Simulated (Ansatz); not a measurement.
Consider the ligand exchange at a B–Cl bond: `ClBCl` + `[SiH3][SeH]` → `[SiH3][Se]BCl` + HCl.

Computed with Ansatz on PBE0-D4/def2-TZVP structures; ΔE is electronic, products minus reactants. CCSD(T)/CBS adds triple-zeta CCSD(T) − MP2 to the extrapolated MP2 energy (def2 sets, frozen cores). This one scheme is used for every species. DFT in def2-TZVPP. B3LYP here is the variant with VWN-RPA as its local correlation; programs differ in this. For Se outer-core shells are correlated without core-valence functions, which leaves a few kJ/mol of doubt a bond. Scalar relativity is left out up to krypton. Each species was taken in one conformer, which may not be the lowest.

CCSD(T)/CBS gives +2.7 kcal/mol.

(1) Another level gave +4.1 kcal/mol. Which?
A. PBE/def2-TZVPP
B. HF/def2-TZVPP
C. MP2/def2-TZVPP
D. B3LYP/def2-TZVPP

Largest T1 diagnostic among the species: 0.012.

Answers

(1) A. PBE 4.1, B3LYP 5.6, MP2/def2-TZVPP 2.5, HF/def2-TZVPP 7.0 kcal/mol.

The D4 term adds −1.5 kcal/mol with B3LYP and −0.9 kcal/mol with PBE0; it sums over pairs of atoms, weighted by their polarisabilities, and B3LYP, whose exchange is more repulsive, gets the larger term. In def2-TZVPP, CCSD(T) changes the Hartree–Fock value by −3.9 kcal/mol (the triples alone add −0.6 kcal/mol) and MP2 by −4.5 kcal/mol.
